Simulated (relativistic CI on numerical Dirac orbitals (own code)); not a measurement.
**Er XLI: computed level list**

These numbers are calculated, not measured: Dirac-Coulomb-Breit CI, separate exchange-only KLI orbitals for each configuration, model QED, unscaled Slater integrals (own radial code, finite nucleus).

Configurations in the expansion (outside the closed core [Ne]): 3s2.3p6.3d10, 3s2.3p6.3d9.4s, 3s2.3p6.3d9.4p, 3s2.3p6.3d9.4d, 3s2.3p5.3d10.4s, 3s2.3p6.3d9.4f, 3s2.3p5.3d10.4p, 3s2.3p6.3d8.4s2, 3s2.3p5.3d10.4d, 3s2.3p6.3d8.4s.4p, 3s.3p6.3d10.4s, 3s2.3p6.3d9.5s, 3s2.3p6.3d8.4p2, 3s2.3p6.3d8.4s.4d, 3s2.3p6.3d9.5p, 3s2.3p5.3d10.4f, 3s.3p6.3d10.4p, 3s2.3p6.3d9.5d, 3s2.3p6.3d8.4p.4d, 3s2.3p5.3d9.4s2, 3s2.3p6.3d9.5f, 3s2.3p6.3d9.5g, 3s2.3p5.3d9.4s.4p, 3s.3p6.3d10.4d, 3s2.3p6.3d8.4d2, 3s2.3p5.3d9.4p2, 3s2.3p5.3d9.4s.4d, 3s2.3p6.3d9.6s, 3s.3p6.3d10.4f, 3s.3p6.3d9.4s2, 3s2.3p5.3d10.5s, 3s2.3p6.3d9.6p, 3s2.3p6.3d9.6d, 3s2.3p5.3d9.4p.4d, 3s2.3p4.3d10.4s2, 3s2.3p5.3d10.5p. Levels of other configurations are missing.

| No. | Configuration | Term | J | E (eV) | % | Next component (%) | Lifetime (s) |
| --- | --- | --- | --- | --- | --- | --- | --- |
| 1 | 3s2.3p6.3d10 | 1S | 0 | 0.00 | 100 |  |  |
| 2 | 3s2.3p6.3d9.4s | 3D | 3 | 1232.46 | 100 |  |  |
| 3 | 3s2.3p6.3d9.4s | 1D | 2 | 1234.09 | 57 | 43 3D | 3.46e-10 |
| 4 | 3s2.3p6.3d9.4s | 3D | 1 | 1276.33 | 100 |  | 1.46e-06 |
| 5 | 3s2.3p6.3d9.4s | 3D | 2 | 1277.42 | 57 | 43 1D | 4.47e-10 |
| 6 | 3s2.3p6.3d9.4p | 3P° | 2 | 1315.00 | 54 | 32 3D° | 2.77e-11 |
| 7 | 3s2.3p6.3d9.4p | 3F° | 3 | 1316.12 | 46 | 34 1F° | 2.69e-11 |
| 8 | 3s2.3p6.3d9.4p | 3F° | 2 | 1358.98 | 78 | 15 1D° | 2.68e-11 |
| 9 | 3s2.3p6.3d9.4p | 3D° | 1 | 1361.88 | 50 | 26 1P° | 2.69e-13 |
| 10 | 3s2.3p6.3d9.4p | 3F° | 4 | 1380.74 | 100 |  | 4.49e-12 |
| 11 | 3s2.3p6.3d9.4p | 1D° | 2 | 1382.57 | 52 | 36 3P° | 4.50e-12 |
| 12 | 3s2.3p6.3d9.4p | 1P° | 1 | 1383.48 | 65 | 31 3P° | 1.19e-13 |
| 13 | 3s2.3p6.3d9.4p | 3D° | 3 | 1385.30 | 72 | 26 1F° | 4.16e-12 |
| 14 | 3s2.3p6.3d9.4p | 3P° | 0 | 1421.58 | 100 |  | 4.82e-12 |
| 15 | 3s2.3p6.3d9.4p | 3D° | 1 | 1425.78 | 46 | 45 3P° | 8.33e-13 |
| 16 | 3s2.3p6.3d9.4p | 3F° | 3 | 1425.93 | 52 | 40 1F° | 4.44e-12 |
| 17 | 3s2.3p6.3d9.4p | 3D° | 2 | 1428.36 | 54 | 22 1D° | 4.21e-12 |
| 18 | 3s2.3p6.3d9.4d | 3S | 1 | 1505.59 | 50 | 42 3P | 2.27e-12 |
| 19 | 3s2.3p6.3d9.4d | 3G | 4 | 1510.19 | 52 | 41 1G | 1.98e-12 |
| 20 | 3s2.3p6.3d9.4d | 3D | 2 | 1511.38 | 50 | 34 3P | 1.98e-12 |
| 21 | 3s2.3p6.3d9.4d | 3F | 3 | 1513.45 | 48 | 24 3D | 1.90e-12 |
| 22 | 3s2.3p6.3d9.4d | 1P | 1 | 1521.64 | 57 | 21 3D | 4.56e-12 |
| 23 | 3s2.3p6.3d9.4d | 3G | 5 | 1523.02 | 100 |  | 4.30e-12 |
| 24 | 3s2.3p6.3d9.4d | 3D | 3 | 1526.46 | 58 | 37 1F | 4.20e-12 |
| 25 | 3s2.3p6.3d9.4d | 1D | 2 | 1527.49 | 48 | 40 3P | 3.83e-12 |
| 26 | 3s2.3p6.3d9.4d | 3F | 4 | 1528.13 | 81 | 18 1G | 4.06e-12 |
| 27 | 3s2.3p6.3d9.4d | 3P | 0 | 1537.63 | 93 | 7 1S | 2.94e-12 |
| 28 | 3s2.3p6.3d9.4d | 3D | 1 | 1553.19 | 48 | 40 1P | 2.13e-12 |
| 29 | 3s2.3p6.3d9.4d | 3G | 3 | 1553.60 | 82 | 16 1F | 1.97e-12 |
| 30 | 3s2.3p6.3d9.4d | 3F | 2 | 1558.67 | 65 | 31 1D | 1.85e-12 |
| 31 | 3s2.3p6.3d9.4d | 3P | 1 | 1565.60 | 53 | 24 3D | 4.22e-12 |
| 32 | 3s2.3p6.3d9.4d | 3G | 4 | 1568.34 | 47 | 41 1G | 4.25e-12 |
| 33 | 3s2.3p6.3d9.4d | 3D | 2 | 1569.88 | 48 | 22 3P | 4.11e-12 |
| 34 | 3s2.3p6.3d9.4d | 3F | 3 | 1571.58 | 51 | 27 1F | 4.09e-12 |
| 35 | 3s2.3p6.3d9.4d | 1S | 0 | 1594.15 | 91 | 7 3P | 1.04e-12 |
| 36 | 3s2.3p5.3d10.4s | 3P° | 2 | 1619.54 | 100 |  | 5.98e-13 |
| 37 | 3s2.3p5.3d10.4s | 1P° | 1 | 1622.39 | 65 | 34 3P° | 6.15e-14 |
| 38 | 3s2.3p6.3d9.4f | 3P° | 0 | 1654.00 | 100 |  | 4.98e-12 |
| 39 | 3s2.3p6.3d9.4f | 3P° | 1 | 1656.39 | 78 | 22 3D° | 1.73e-12 |
| 40 | 3s2.3p6.3d9.4f | 3H° | 5 | 1660.34 | 53 | 44 1H° | 4.62e-12 |
| 41 | 3s2.3p6.3d9.4f | 3D° | 2 | 1660.44 | 51 | 39 3P° | 4.94e-12 |
| 42 | 3s2.3p6.3d9.4f | 3H° | 6 | 1662.30 | 100 |  | 5.70e-12 |
| 43 | 3s2.3p6.3d9.4f | 3F° | 3 | 1663.59 | 55 | 32 3D° | 4.62e-12 |
| 44 | 3s2.3p6.3d9.4f | 1D° | 2 | 1663.97 | 55 | 31 3F° | 5.28e-12 |
| 45 | 3s2.3p6.3d9.4f | 3G° | 4 | 1664.72 | 50 | 21 3F° | 4.45e-12 |
| 46 | 3s2.3p6.3d9.4f | 3F° | 4 | 1667.23 | 57 | 39 1G° | 5.45e-12 |
| 47 | 3s2.3p6.3d9.4f | 3G° | 5 | 1668.51 | 83 | 15 1H° | 5.36e-12 |
| 48 | 3s2.3p6.3d9.4f | 1F° | 3 | 1669.17 | 53 | 31 3D° | 5.19e-12 |
| 49 | 3s2.3p6.3d9.4f | 3D° | 1 | 1678.44 | 65 | 18 1P° | 1.75e-14 |
| 50 | 3s2.3p5.3d10.4p | 3P | 1 | 1702.37 | 48 | 34 3S | 5.76e-13 |
| 51 | 3s2.3p5.3d10.4p | 3D | 2 | 1703.43 | 50 | 33 1D | 5.89e-13 |
| 52 | 3s2.3p6.3d9.4f | 3H° | 4 | 1703.94 | 83 | 12 1G° | 4.59e-12 |
| 53 | 3s2.3p6.3d9.4f | 3P° | 2 | 1704.41 | 44 | 35 1D° | 5.26e-12 |
| 54 | 3s2.3p6.3d9.4f | 3F° | 2 | 1707.18 | 53 | 32 3D° | 4.88e-12 |
| 55 | 3s2.3p6.3d9.4f | 3H° | 5 | 1708.33 | 44 | 41 1H° | 5.56e-12 |
| 56 | 3s2.3p6.3d9.4f | 3G° | 3 | 1710.05 | 74 | 16 3F° | 4.53e-12 |
| 57 | 3s2.3p6.3d9.4f | 1F° | 3 | 1711.19 | 36 | 35 3D° | 5.18e-12 |
| 58 | 3s2.3p6.3d9.4f | 3G° | 4 | 1712.27 | 46 | 31 1G° | 5.37e-12 |
| 59 | 3s2.3p6.3d9.4f | 1P° | 1 | 1729.52 | 82 | 13 3D° | 3.73e-15 |
| 60 | 3s2.3p5.3d10.4p | 3D | 3 | 1767.90 | 100 |  | 5.48e-13 |
| 61 | 3s2.3p5.3d10.4p | 1P | 1 | 1767.99 | 56 | 34 3S | 5.57e-13 |
| 62 | 3s2.3p5.3d10.4p | 3P | 2 | 1772.51 | 67 | 33 1D | 5.46e-13 |
| 63 | 3s2.3p5.3d10.4p | 1S | 0 | 1787.99 | 57 | 41 3P | 6.54e-13 |
| 64 | 3s2.3p5.3d10.4s | 3P° | 0 | 1821.61 | 99 | 1 3s2.3p5.3d10.4d 3P° | 2.23e-13 |
| 65 | 3s2.3p5.3d10.4s | 3P° | 1 | 1823.44 | 65 | 34 1P° | 1.40e-13 |
| 66 | 3s2.3p5.3d10.4d | 3P° | 0 | 1893.59 | 99 | 1 3s2.3p5.3d10.4s 3P° | 5.29e-13 |
| 67 | 3s2.3p5.3d10.4d | 3P° | 1 | 1896.83 | 68 | 30 3D° | 2.73e-13 |
| 68 | 3s2.3p5.3d10.4d | 3F° | 3 | 1897.90 | 53 | 42 1F° | 4.74e-13 |
| 69 | 3s2.3p5.3d10.4d | 3D° | 2 | 1900.61 | 56 | 18 3F° | 4.87e-13 |
| 70 | 3s2.3p5.3d10.4p | 3D | 1 | 1904.72 | 73 | 24 1P | 2.21e-13 |

Energies count from the lowest computed level; ° marks odd parity; lifetimes are radiative, by E1, M1, E2, M2 decay to levels of this space only; some are left blank where a channel outside the calculation adds to the decay or the decay crosses a small, uncertain gap.

The mean weight of the leading LS term, summed over parents, in these 70 levels is 66 %, and that of the leading jj configuration (from the same eigenvectors) 94 %, so jj coupling describes them better and the LS labels are nominal.

At this charge energies of transitions that change n are usually good to better than 1 %, and those within a shell (Δn = 0) to a few per cent.

LS names give the leading component of a level, which can be under half, so a name can repeat, a term be missing and a line seem to break the LS rules.
